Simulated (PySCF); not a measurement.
# Calculated NMR parameters of O=C[C@@H]1CCC[SiH2]C1

```
Formula                               : C6H12OSi
SMILES                                : O=C[C@@H]1CCC[SiH2]C1
Point group of the computed structure : C1
Degrees of unsaturation               : 2
Carbon signals                        : 6
Proton signals                        : 12
```

Structure with atom numbers: `[O:1]=[CH:2][C@@H:3]1[CH2:4][CH2:5][CH2:6][SiH2:7][CH2:8]1`. Each H is labelled by its parent atom. Ha(C4), Ha(C5), Ha(C6), Ha(Si7), Ha(C8) are cis to C2 on the ring; Hb(C4), Hb(C5), Hb(C6), Hb(Si7), Hb(C8) are trans to C2 on the ring.

[PySCF: shieldings: GIAO B3LYP/pcSseg-1; coordinates at the PBE0-D3(BJ)/def2-SVP level; relativity neglected; a single conformation; in vacuum]

References, each an isolated molecule treated in the same way: ¹H and ¹³C and ²⁹Si vs TMS; ¹⁷O vs H2O.

| carbon | δC, type | δH (multiplicity) | HMBC from (2–3 bonds) | span of the C tensor (ppm) |
| --- | --- | --- | --- | --- |
| C2 | 205.9, CH | 9.28 (d) | H(C3), Hb(C4), Ha(C4), Hb(C8), Ha(C8) | 193 |
| C3 | 53.1, CH | 1.77 (m) | H(C2), Ha(Si7), Hb(Si7), Ha(C5), Hb(C5), Hb(C4), Ha(C4), Hb(C8), Ha(C8) | 51 |
| C4 | 30.8, CH2 | Hb(C4) 1.41 (m); Ha(C4) 1.06 (m) | H(C2), Ha(C5), H(C3), Hb(C5), Hb(C6), Hb(C8), Ha(C6), Ha(C8) | 8 |
| C5 | 26.8, CH2 | Ha(C5) 2.12 (m); Hb(C5) 1.47 (m) | Ha(Si7), Hb(Si7), H(C3), Hb(C4), Ha(C4), Hb(C6), Ha(C6) | 12 |
| C6 | 10.1, CH2 | Ha(C6) 0.61 (m); Hb(C6) 0.87 (m) | Ha(Si7), Hb(Si7), Ha(C5), Hb(C5), Hb(C4), Ha(C4), Hb(C8), Ha(C8) | 27 |
| C8 | 8.8, CH2 | Hb(C8) 0.63 (m); Ha(C8) 0.59 (m) | H(C2), Ha(Si7), Hb(Si7), H(C3), Hb(C4), Ha(C4), Hb(C6), Ha(C6) | 26 |

Other nuclei:
| atoms | nucleus | environment | δ (ppm) | σ (ppm) |
| --- | --- | --- | --- | --- |
| Ha(Si7) | ¹H | hydrogen on a silicon bonded to 2 C, in a 6-membered ring | 4.11 | 27.27 |
| Hb(Si7) | ¹H | hydrogen on a silicon bonded to 2 C, in a 6-membered ring | 4.06 | 27.32 |
| Si7 | ²⁹Si | silicon bonded to 2 C, 2 H, in a 6-membered ring | -42.2 | 380.1 |
| O1 | ¹⁷O | aldehyde oxygen | 673.9 | -339.9 |

1. Carbon types of the structure: 2 × CH, 4 × CH2, leaving 2 H on heteroatoms.
2. δC 205.9: aldehyde carbonyl carbon; the double bond to the heteroatom, with no lone-pair donor beside it, deshields it most.
3. δC 53.1: sp3 CH α to a carbonyl; α to the electron-withdrawing carbonyl group.
4. δC 10.1, 8.8: sp3 CH2 bonded to Si; an electropositive neighbour leaves it electron-rich and shielded.
5. δH 9.28: hydrogen on an aldehyde carbonyl carbon; the formyl region, downfield of aromatic protons.
6. δH 0.87, 0.63, 0.61, 0.59: hydrogen on an sp3 CH2 bonded to Si; an electropositive neighbour shields it, as in TMS itself.

Shifts are as computed. Against solution values, carbons near 30 ppm lie about +2 ppm off and those near 130 ppm about +6 ppm. Of 1211 compounds with measured shifts, 218 miss one by over three times the rms of a fit or turn the order of signals round; such compounds aren't used in these exercises. Unscaled 17O shifts of doubly bonded oxygen tend to come out too high, by tens of ppm or more. Experimental scales use liquid or dissolved standards, which lie at an offset from isolated H2O (liquid H2O: subtract about 36 ppm). No couplings were computed; multiplicities are counted from neighbouring protons, with m where these are inequivalent, close in shift, in a saturated or five-membered ring or joined by F or P, and br s for small geminal =CH2 splittings.
